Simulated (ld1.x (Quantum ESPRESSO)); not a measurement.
## tungsten (W): excitation energies, all-electron against ultrasoft

* Element: tungsten
* Generator: ld1.x (Quantum ESPRESSO) 7.5
* Type: ultrasoft
* Functional: revPBE
* Relativity: fully relativistic
* Frozen core: [Kr] 4d10
* Valence charge: 28
* Reference configuration: 4f14 5s2 5p6 5d4 6s1 6p0 (charge +1)
* Partial waves: 5s (bound): rcut 1.55, rcutus 2.10 bohr; 6s (bound): rcut 1.55, rcutus 2.10 bohr; 5p (bound): rcut 2.20, rcutus 2.35 bohr; 6p (bound, empty): rcut 2.20, rcutus 2.35 bohr; 5d (bound): rcut 1.55, rcutus 1.95 bohr; 5d channel at 0.1 Ry: rcut 1.55, rcutus 1.95 bohr; 4f (bound): rcut 0.80, rcutus 0.95 bohr; 4f channel at -1.3 Ry: rcut 0.80, rcutus 0.95 bohr
* Local potential: all-electron potential smoothed inside 2.05 bohr (lloc = -1)
* Core correction: a·sin(br)/r model core inside 0.90 bohr
* Augmentation charge: built from norm-conserving waves at rcut, not smoothed further

Open shells are filled in proportion to 2j + 1 (rel_dist='average').

Energies are relative to the spin-unpolarised reference configuration 4f14 5s2 5p6 5d4 6s1 6p0; without spin polarisation the order of configurations can differ from experiment. Not all tests gave a result: test run stopped at test 4 of 7 (negative rho).

Its overlap operator is not positive definite in a basis up to 400 Ry (lowest eigenvalue s -0.03, p1/2 -27.44, p3/2 -45.01), so the file is unfit for use: the generalised eigenproblem breaks down once the basis is large enough, and its test numbers describe a broken file.

| valence configuration | charge | ΔE all-electron (eV) | error AE − PS (meV) |
| --- | --- | --- | --- |
| 4f14 5s2 5p6 5d4 6s2 6p0 | 0 | -8.811 | -1512 |
| 4f14 5s2 5p6 5d4 6s0 6p0 | +2 | 15.546 | +2408 |
| 4f14 5s2 5p6 5d3 6s0 6p0 | +3 | 40.814 | +2371 |

Levels in the configuration 4f14 5s2 5p6 5d4 6s2 6p0:

| level | all-electron (eV) | pseudo (eV) |
| --- | --- | --- |
| 4f j=5/2 | -34.315 | -36.704 |
| 4f j=7/2 | -32.078 | -34.453 |
| 5s j=1/2 | -78.844 | -80.718 |
| 5p j=1/2 | -50.228 | -52.039 |
| 5p j=3/2 | -40.419 | -42.182 |
| 5d j=3/2 | -4.878 | -6.278 |
| 5d j=5/2 | -4.150 | -5.510 |
| 6s j=1/2 | -5.660 | -4.542 |

These tests converged, but a pseudo level misses the all-electron one widely, so the file describes the atom poorly there or has found another state: 4f14 5s2 5p6 5d4 6s2 6p0: 4f by 2.4 eV; 4f14 5s2 5p6 5d4 6s0 6p0: empty 6s by 2.9 eV; 4f14 5s2 5p6 5d3 6s0 6p0: empty 6s by 3.7 eV.

A Bessel basis up to 400 Ry misses an occupied level by 0.11 Ry, so cutoffs and ghosts were not judged.  The potential misses its own reference levels by up to 1.9 eV, so it is not fit for use.
